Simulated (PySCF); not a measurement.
## Static response to an electric field

HfH4 (singlet state).
Geometry (PBE0-D3(BJ)/def2-SVP, Å), atoms numbered from 1 in this order:
```xyz
5
HfH4 angstrom
Hf     0.000    0.000    0.000
H      0.011   -0.018    1.844
H      1.735    0.010   -0.625
H     -0.877    1.509   -0.595
H     -0.869   -1.502   -0.624
```

Level: PBE0/def2-SVPD (PySCF), static field, nuclei fixed, core orbitals frozen in the response. The polarisability tensor in these axes (au):

```
x   50.68  0.00  0.00
y    0.00 50.67  0.00
z    0.00  0.00 50.67
```

Task: Diagonalise the tensor; give its mean and Δα, where Δα² is half the sum of the squared differences of the eigenvalues.

Result: Principal values 50.67, 50.67 and 50.68 au; mean 50.68 au = 7.51 Å³ = 8.36 × 10⁻⁴⁰ C²·m²/J; Δα = 0.01 au (0 % of the mean). Point group Td makes the tensor isotropic, so any spread comes from the grid or from a geometry that is symmetric only within 0.08 Å.

Task: What is the dipole moment?

Result: 0.00 D; point group Td allows none.

Task: Find the Langevin capture rate constant for H3+ (3.023 u) meeting this molecule (183.978 u), k = 2.342 × 10⁻⁹ cm³/s × √(α in Å³ / reduced mass in u).

Result: The reduced mass is 2.97 u, so k = 3.72 × 10⁻⁹ cm³/s.

Task: What molar refraction does this α imply?

Result: Lorentz–Lorenz: R = (4π/3)N_A α = 2.5225 cm³/(mol·Å³) × 7.51 Å³ = 18.9 cm³/mol, in the limit of long wavelengths.

Task: In TDDFT the mean static polarisability is Σ f/ω² over all singlet excitations (ω in hartree). How much of it do the 10 lowest give? Their energies (eV) and oscillator strengths: 4.35, 0.0000; 4.35, 0.0000; 4.35, 0.0000; 4.61, 0.0070; 4.61, 0.0070; 4.61, 0.0070; 5.32, 0.0000; 5.32, 0.0000; 5.32, 0.0000; 5.52, 0.0000.

Result: They add up to 0.73 au, 1.4 % of the 50.68 au; the largest single term is 0.24 au, from the state at 4.61 eV. Terms in order: 0.00, 0.00, 0.00, 0.24, 0.24, 0.24, 0.00, 0.00, 0.00, 0.00 au. Higher excitations give the rest. The strengths listed sum to 0.021.

Task: Refractivity n − 1 of an ideal gas of it at 350 K and 1 atm, from the electronic α?

Result: N = p/kT = 2.0968 × 10¹⁹ cm⁻³, so n − 1 = 2π × N × 7.51 × 10⁻²⁴ cm³ = 989 × 10⁻⁶ at long wavelengths, for an ideal gas.

Geometry: PBE0-D3(BJ)/def2-SVP; no solvent, vibrations or thermal averaging. Atoms past krypton carry effective core potentials; spin–orbit coupling is left out.

These values come from a run that also computed excited states and ΔSCF ions. The run took 5.7 s (with the writing of density and orbital grids) on an Arm Neoverse V2 with one thread, no GPU, on a shared host.
